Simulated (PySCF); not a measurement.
C3H9Bi, charge +1, doublet, at a GFN2-xTB geometry (such geometries of metal compounds can be far from the true shape) (a state made from the parent by changing its charge; the spin is typed, not shown lowest) (core potentials on Bi); DF-SCAN/def2-TZVP in PySCF.

PySCF was given this input:
```python
from pyscf import gto, scf, dft

mol = gto.M(
    atom='''
Bi   -0.004111   -0.003224    0.259709
C    -1.134524   -1.658985   -0.783252
H    -0.819267   -1.639521   -1.818692
H    -2.194544   -1.472106   -0.698374
H    -0.885544   -2.609667   -0.335718
C    -0.859913    1.836420   -0.735508
H    -0.987118    1.587288   -1.781287
H    -0.169540    2.657786   -0.615041
H    -1.813550    2.081569   -0.292166
C     2.029791   -0.149709   -0.714419
H     1.891143    0.118704   -1.753955
H     2.394722   -1.161652   -0.621866
H     2.712828    0.538869   -0.239662
''',
    basis='def2-tzvp',
    ecp={'Bi': 'def2-tzvp'},
    charge=1,
    spin=1,
    verbose=5,
)

mf = dft.UKS(mol)
mf.xc = 'scan'
mf = mf.density_fit(auxbasis='def2-universal-jkfit')
mf.kernel()
mf.analyze()
```

What does PySCF print? Leave out banner, timings and long lists.


```
PySCF version 2.14.0

[INPUT] verbose = 5
[INPUT] max_memory = 4000
[INPUT] num. atoms = 13
[INPUT] num. electrons = 49
[INPUT] charge = 1
[INPUT] spin (= nelec alpha-beta = 2S) = 1
[INPUT] symmetry False subgroup None
[INPUT] Mole.unit = angstrom
[INPUT] Symbol           X                Y                Z      unit          X                Y                Z       unit  Magmom
[...]
[INPUT] ---------------- BASIS SET ----------------
[INPUT] l, kappa, [nprim/nctr], expnt,             c_1 c_2 ...
[INPUT] Bi
[...]
                                83.806059047      0.0017624768946
                                21.116962853      -0.21910983437
                                15.491448187      0.40411224931
[...]
                                6.6474255         0.97888046471
[...]
                                14.846176053      -0.85578637338
                                7.0636826784      0.40149159592
[...]
                                1.5020208499      0.6397699189
                                0.76732724388     0.32332773839
[...]
                                13.858426961      0.010746152442
                                7.0654519         -0.071947646845
                                2.5252144035      0.26195974989
                                1.3419585         0.4259475
                                0.68340941        0.33680325627
[...]
[INPUT] C
[...]
                                2035.233368       0.0017232738252
                                463.22562359      0.0089255715314
                                131.20019598      0.035727984502
                                42.853015891      0.11076259931
                                15.584185766      0.24295627626
[...]
                                2.5764896527      0.23744968655
[...]
                                7.9582622826      0.035864109092
                                2.3780826883      0.14215873329
                                0.81433208183     0.34270471845
[...]
[INPUT] H
[...]
                                5.1235746         0.045021094
                                1.1646626         0.20189726
[...]
nuclear repulsion = 199.856417798945
number of shells = 85
number of NR pGTOs = 301
number of NR cGTOs = 197
basis = def2-tzvp
ecp = {'Bi': 'def2-tzvp'}

******** <class 'pyscf.df.df_jk.DFUKS'> ********
method = DFUKS
initial guess = minao
damping factor = 0
level_shift factor = 0
DIIS = <class 'pyscf.scf.diis.CDIIS'>
diis_start_cycle = 1
diis_space = 8
diis_damp = 0
SCF conv_tol = 1e-09
SCF conv_tol_grad = None
SCF max_cycles = 50
direct_scf = False
number electrons alpha = 25  beta = 24
XC library pyscf.dft.libxc version 7.1.2
    S. Lehtola, C. Steigemann, M. J. T. Oliveira, and M. A. L. Marques,  SoftwareX 7, 1–5 (2018)
XC functionals = scan
    J. Sun, A. Ruzsinszky, and J. P. Perdew,  Phys. Rev. Lett. 115, 036402 (2015)
    J. Sun, A. Ruzsinszky, and J. P. Perdew,  Phys. Rev. Lett. 115, 036402 (2015)
radial grids:
    Treutler-Ahlrichs [JCP 102, 346 (1995); DOI:10.1063/1.469408] (M4) radial grids

becke partition: Becke, JCP 88, 2547 (1988); DOI:10.1063/1.454033
pruning grids: <function nwchem_prune>
grids dens level: 3
symmetrized grids: False
atomic radii adjust function: <function treutler_atomic_radii_adjust>
small_rho_cutoff = 0
Set gradient conv threshold to 3.16228e-05
Density of valence part of ANO basis will be used as initial guess for Bi
atom Bi rad-grids = 100, ang-grids = [ 50  50  50  50  50  50  50  50  50  50  50  50  50  50  50  50  50  50
  50  50  50  50  50  50  50  50  50  50  50  50  86  86  86  86  86  86
  86  86  86  86  86  86  86  86  86  86  86 350 350 350 350 350 350 350
 350 350 350 350 434 434 434 434 434 434 434 434 434 434 434 434 434 434
 434 434 434 434 434 434 434 434 434 350 350 350 350 350 350 350 350 350
 350 350 350 350 350 350 350 350 350 350]
atom C rad-grids = 75, ang-grids = [ 50  50  50  50  50  50  50  50  50  50  50  50  50  50  50  50  50  50
  50  50  50  50  86  86  86  86  86  86  86  86  86  86 266 266 266 266
 266 266 302 302 302 302 302 302 302 302 302 302 302 302 302 302 302 302
 302 302 302 302 266 266 266 266 266 266 266 266 266 266 266 266 266 266
 266 266 266]
atom H rad-grids = 50, ang-grids = [ 50  50  50  50  50  50  50  50  50  50  50  50  50  50  50  86  86  86
  86 266 266 266 266 266 302 302 302 302 302 302 302 302 302 302 302 302
 302 266 266 266 266 266 266 266 266 266 266 266 266 266]
tot_boxes 3468, boxes in each direction [15 15 10]
Padding 2 grids
tot grids = 154072
nelec by numeric integration = [24.33969139 24.33969139]
num shells = 182, num cGTOs = 638
E1 = -861.8326271835252  E2 = 362.4192957297795  Ecoul = 397.19404963492775  Exc = -34.77475390514827
init E= -299.556913654801
cond(S) = 5848.607565565613

  alpha mo_energy =
[-1.04542339e+01 -1.04542317e+01 -1.04542307e+01 -7.29331910e+00
 -4.96956734e+00 -4.96956467e+00 -4.96836403e+00 -2.16801135e+00
 -2.16801039e+00 -2.16533893e+00 -2.16533833e+00 -2.16482289e+00
 -1.31923571e+00 -1.05609947e+00 -1.05608782e+00 -1.01133838e+00
 -8.14732568e-01 -8.14720604e-01 -8.10397500e-01 -7.41441367e-01
 -7.41431676e-01 -7.33464070e-01 -7.28699135e-01 -7.28686142e-01
 -7.15755488e-01 -5.02216379e-01 -5.02205034e-01 -5.00470464e-01
 -2.87243883e-01 -2.68119995e-01 -2.68110288e-01 -2.39455077e-01
 -2.06176165e-01 -2.06155636e-01 -2.05197334e-01 -1.91695214e-01
 -1.91679961e-01 -1.67524693e-01 -1.31462617e-01 -1.18809054e-01
 -1.18795253e-01 -1.17030885e-01 -1.17018036e-01 -8.31032768e-02
 -6.87454335e-02 -6.87335375e-02 -5.29548446e-02 -4.21310671e-02
 -4.01529825e-02 -4.01292508e-02 -1.66893863e-03 -1.64056609e-03
  1.58713912e-02  1.58945513e-02  4.74631081e-02  5.80125307e-02
  5.92838160e-02  5.92948297e-02  8.76874352e-02  1.38304116e-01
  1.38334581e-01  1.53644935e-01  1.80476846e-01  2.04294083e-01
  2.04331903e-01  2.08289762e-01  2.31754137e-01  2.38260876e-01
  2.38344033e-01  2.43808145e-01  2.49809147e-01  2.49951387e-01
[...]
converged SCF energy = -334.131627137561  <S^2> = 0.75307601  2S+1 = 2.0030736
Total Energy =                        -334.131627137560827
[...]
spin_pop of  0 Bi 7dx2-y2    0.00269
spin_pop of  0 Bi 5f-3     -0.00002
spin_pop of  0 Bi 5f-2      0.00002
spin_pop of  0 Bi 5f-1      0.00068
spin_pop of  0 Bi 5f+0      0.00005
spin_pop of  0 Bi 5f+1     -0.00001
spin_pop of  0 Bi 5f+2      0.00048
spin_pop of  0 Bi 5f+3      0.00002
spin_pop of  0 Bi 6f-3      0.00003
spin_pop of  0 Bi 6f-2      0.00008
spin_pop of  0 Bi 6f-1      0.00066
spin_pop of  0 Bi 6f+0      0.00015
spin_pop of  0 Bi 6f+1      0.00012
spin_pop of  0 Bi 6f+2      0.00017
spin_pop of  0 Bi 6f+3      0.00011
spin_pop of  1 C 1s       -0.00000
spin_pop of  1 C 2s        0.01490
spin_pop of  1 C 3s        0.00345
spin_pop of  1 C 4s        0.00040
spin_pop of  1 C 5s        0.00020
spin_pop of  1 C 2px       0.02944
spin_pop of  1 C 2py       0.06162
spin_pop of  1 C 2pz       0.04641
spin_pop of  1 C 3px       0.00362
spin_pop of  1 C 3py       0.00789
spin_pop of  1 C 3pz      -0.00023
spin_pop of  1 C 4px      -0.00001
spin_pop of  1 C 4py       0.00001
spin_pop of  1 C 4pz       0.00159
spin_pop of  1 C 3dxy      0.00324
spin_pop of  1 C 3dyz     -0.00019
spin_pop of  1 C 3dz^2     0.00224
spin_pop of  1 C 3dxz     -0.00014
spin_pop of  1 C 3dx2-y2    0.00035
spin_pop of  1 C 4dxy      0.00161
spin_pop of  1 C 4dyz     -0.00008
spin_pop of  1 C 4dz^2     0.00120
spin_pop of  1 C 4dxz     -0.00002
spin_pop of  1 C 4dx2-y2    0.00017
spin_pop of  1 C 4f-3      0.00002
spin_pop of  1 C 4f-2      0.00000
spin_pop of  1 C 4f-1      0.00010
spin_pop of  1 C 4f+0      0.00004
spin_pop of  1 C 4f+1      0.00003
spin_pop of  1 C 4f+2     -0.00001
spin_pop of  1 C 4f+3      0.00008
spin_pop of  2 H 1s        0.01259
spin_pop of  2 H 2s        0.00175
spin_pop of  2 H 3s        0.00010
spin_pop of  2 H 2px       0.00007
spin_pop of  2 H 2py      -0.00000
spin_pop of  2 H 2pz       0.00013
spin_pop of  3 H 1s       -0.00275
spin_pop of  3 H 2s        0.00005
spin_pop of  3 H 3s        0.00001
spin_pop of  3 H 2px      -0.00001
spin_pop of  3 H 2py       0.00001
spin_pop of  3 H 2pz       0.00003
spin_pop of  4 H 1s       -0.00275
spin_pop of  4 H 2s       -0.00012
spin_pop of  4 H 3s        0.00002
spin_pop of  4 H 2px       0.00003
spin_pop of  4 H 2py       0.00003
spin_pop of  4 H 2pz      -0.00001
spin_pop of  5 C 1s       -0.00000
spin_pop of  5 C 2s        0.01491
spin_pop of  5 C 3s        0.00351
spin_pop of  5 C 4s        0.00041
spin_pop of  5 C 5s        0.00020
spin_pop of  5 C 2px       0.01664
spin_pop of  5 C 2py       0.07797
spin_pop of  5 C 2pz       0.04335
spin_pop of  5 C 3px       0.00199
spin_pop of  5 C 3py       0.00940
spin_pop of  5 C 3pz       0.00001
spin_pop of  5 C 4px      -0.00004
spin_pop of  5 C 4py       0.00003
spin_pop of  5 C 4pz       0.00159
spin_pop of  5 C 3dxy      0.00210
spin_pop of  5 C 3dyz     -0.00033
spin_pop of  5 C 3dz^2     0.00226
spin_pop of  5 C 3dxz     -0.00000
spin_pop of  5 C 3dx2-y2    0.00151
spin_pop of  5 C 4dxy      0.00105
spin_pop of  5 C 4dyz     -0.00003
spin_pop of  5 C 4dz^2     0.00120
spin_pop of  5 C 4dxz     -0.00005
spin_pop of  5 C 4dx2-y2    0.00074
spin_pop of  5 C 4f-3      0.00002
spin_pop of  5 C 4f-2     -0.00001
spin_pop of  5 C 4f-1      0.00010
spin_pop of  5 C 4f+0      0.00003
spin_pop of  5 C 4f+1      0.00004
spin_pop of  5 C 4f+2      0.00000
spin_pop of  5 C 4f+3      0.00008
spin_pop of  6 H 1s        0.01256
spin_pop of  6 H 2s        0.00175
spin_pop of  6 H 3s        0.00010
spin_pop of  6 H 2px      -0.00001
spin_pop of  6 H 2py       0.00006
spin_pop of  6 H 2pz       0.00013
spin_pop of  7 H 1s       -0.00277
spin_pop of  7 H 2s        0.00005
spin_pop of  7 H 3s        0.00001
spin_pop of  7 H 2px       0.00000
spin_pop of  7 H 2py      -0.00000
spin_pop of  7 H 2pz       0.00003
spin_pop of  8 H 1s       -0.00285
spin_pop of  8 H 2s       -0.00011
spin_pop of  8 H 3s        0.00002
spin_pop of  8 H 2px       0.00005
spin_pop of  8 H 2py       0.00001
spin_pop of  8 H 2pz      -0.00001
spin_pop of  9 C 1s       -0.00000
spin_pop of  9 C 2s        0.01480
spin_pop of  9 C 3s        0.00349
spin_pop of  9 C 4s        0.00043
spin_pop of  9 C 5s        0.00020
spin_pop of  9 C 2px       0.09435
spin_pop of  9 C 2py       0.00129
spin_pop of  9 C 2pz       0.04194
spin_pop of  9 C 3px       0.01153
spin_pop of  9 C 3py      -0.00021
spin_pop of  9 C 3pz       0.00011
spin_pop of  9 C 4px       0.00006
spin_pop of  9 C 4py      -0.00004
spin_pop of  9 C 4pz       0.00159
spin_pop of  9 C 3dxy      0.00005
spin_pop of  9 C 3dyz      0.00001
spin_pop of  9 C 3dz^2     0.00228
spin_pop of  9 C 3dxz     -0.00035
spin_pop of  9 C 3dx2-y2    0.00353
spin_pop of  9 C 4dxy      0.00002
spin_pop of  9 C 4dyz     -0.00002
spin_pop of  9 C 4dz^2     0.00121
spin_pop of  9 C 4dxz     -0.00005
spin_pop of  9 C 4dx2-y2    0.00176
spin_pop of  9 C 4f-3      0.00002
spin_pop of  9 C 4f-2     -0.00000
spin_pop of  9 C 4f-1      0.00001
spin_pop of  9 C 4f+0      0.00003
spin_pop of  9 C 4f+1      0.00013
spin_pop of  9 C 4f+2     -0.00001
spin_pop of  9 C 4f+3      0.00007
spin_pop of  10 H 1s        0.01262
spin_pop of  10 H 2s        0.00176
spin_pop of  10 H 3s        0.00010
spin_pop of  10 H 2px       0.00003
spin_pop of  10 H 2py       0.00003
spin_pop of  10 H 2pz       0.00013
spin_pop of  11 H 1s       -0.00284
spin_pop of  11 H 2s        0.00004
spin_pop of  11 H 3s        0.00001
spin_pop of  11 H 2px       0.00001
spin_pop of  11 H 2py      -0.00001
spin_pop of  11 H 2pz       0.00003
spin_pop of  12 H 1s       -0.00269
spin_pop of  12 H 2s       -0.00011
spin_pop of  12 H 3s        0.00002
spin_pop of  12 H 2px       0.00001
spin_pop of  12 H 2py       0.00005
spin_pop of  12 H 2pz      -0.00001

WARN: Weak orthogonality for localized orbitals 1.6575299390468252e-09

In total            25.00000 | 24.00000

WARN: System has nonzero charge 1; the dipole moment is origin-dependent.
Location of origin: [0. 0. 0.]

Dipole moment(X, Y, Z, Debye):  0.02099,  0.01557, -1.30312
```
